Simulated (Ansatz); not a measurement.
`[OH][Hf]([F])([SH])[Cl]`, relaxed with RKS PBE0-D4/def2-TZVP in Ansatz 0.2.0 from a GFN2-xTB geometry. The force threshold is 0.005 eV/Å; the program also tests the step.

Charge 0, multiplicity 1. Hf: def2 effective core potential.

Start:

```xyz
7

O     0.318   -0.674   -1.295
Hf    0.330    0.382    0.242
F    -1.469    0.895    0.328
S     0.238   -1.165    2.113
Cl    1.115    2.291   -0.772
H     0.329   -0.134   -2.098
H    -0.861   -1.595    1.481
```

```json
{"step": "1", "energy (eV)": "-29458.3463", "largest force (eV/Å)": "1.522", "largest move (Å)": "0.000"}
{"step": "2", "energy (eV)": "-29458.6985", "largest force (eV/Å)": "0.594", "largest move (Å)": "0.195"}
{"step": "3", "energy (eV)": "-29458.9001", "largest force (eV/Å)": "0.567", "largest move (Å)": "0.195"}
{"step": "4", "energy (eV)": "-29459.0377", "largest force (eV/Å)": "0.489", "largest move (Å)": "0.196"}
{"step": "5", "energy (eV)": "-29459.1256", "largest force (eV/Å)": "0.581", "largest move (Å)": "0.195"}
{"step": "6", "energy (eV)": "-29459.1715", "largest force (eV/Å)": "0.466", "largest move (Å)": "0.174"}
{"step": "7", "energy (eV)": "-29459.1908", "largest force (eV/Å)": "0.673", "largest move (Å)": "0.099"}
{"step": "8", "energy (eV)": "-29459.2207", "largest force (eV/Å)": "0.228", "largest move (Å)": "0.181"}
{"step": "9", "energy (eV)": "-29459.2233", "largest force (eV/Å)": "0.249", "largest move (Å)": "0.046"}
{"step": "10 (rejected)", "energy (eV)": "-29459.0958", "largest force (eV/Å)": "3.073", "largest move (Å)": "0.195"}
{"step": "11", "energy (eV)": "-29459.2278", "largest force (eV/Å)": "0.038", "largest move (Å)": "0.061"}
{"step": "13", "energy (eV)": "-29459.2307", "largest force (eV/Å)": "0.072", "largest move (Å)": "0.013"}
{"step": "15", "energy (eV)": "-29459.2310", "largest force (eV/Å)": "0.068", "largest move (Å)": "0.010"}
{"step": "17 (rejected)", "energy (eV)": "-29459.1965", "largest force (eV/Å)": "0.851", "largest move (Å)": "0.199"}
{"step": "19", "energy (eV)": "-29459.2362", "largest force (eV/Å)": "0.254", "largest move (Å)": "0.100"}
{"step": "21", "energy (eV)": "-29459.2434", "largest force (eV/Å)": "0.089", "largest move (Å)": "0.049"}
{"step": "23 (rejected)", "energy (eV)": "-29459.2461", "largest force (eV/Å)": "0.389", "largest move (Å)": "0.134"}
{"step": "25", "energy (eV)": "-29459.2515", "largest force (eV/Å)": "0.271", "largest move (Å)": "0.099"}
{"step": "27", "energy (eV)": "-29459.2596", "largest force (eV/Å)": "0.164", "largest move (Å)": "0.049"}
{"step": "29 (rejected)", "energy (eV)": "-29459.2346", "largest force (eV/Å)": "0.803", "largest move (Å)": "0.191"}
{"step": "31 (rejected)", "energy (eV)": "-29459.2614", "largest force (eV/Å)": "0.134", "largest move (Å)": "0.058"}
{"step": "33 (rejected)", "energy (eV)": "-29459.2615", "largest force (eV/Å)": "0.118", "largest move (Å)": "0.049"}
{"step": "35", "energy (eV)": "-29459.2620", "largest force (eV/Å)": "0.035", "largest move (Å)": "0.024"}
{"step": "37 (rejected)", "energy (eV)": "-29459.2620", "largest force (eV/Å)": "0.057", "largest move (Å)": "0.006"}
{"step": "39", "energy (eV)": "-29459.2621", "largest force (eV/Å)": "0.008", "largest move (Å)": "0.005"}
{"step": "40", "energy (eV)": "-29459.2621", "largest force (eV/Å)": "0.004", "largest move (Å)": "0.006"}
```

End:

```xyz
7

O     0.059   -0.567   -1.426
Hf   -0.170    0.569    0.071
F    -1.818    1.505    0.014
S    -0.179   -0.842    2.067
Cl    1.575    2.141    0.166
H     0.097   -0.971   -2.288
H     0.436   -1.834    1.396
```

It took 79 s on 2 threads of an AMD EPYC 7R13 on a shared host and a share of an NVIDIA H100 80 GB, with 0.92 GiB of host memory at the peak.
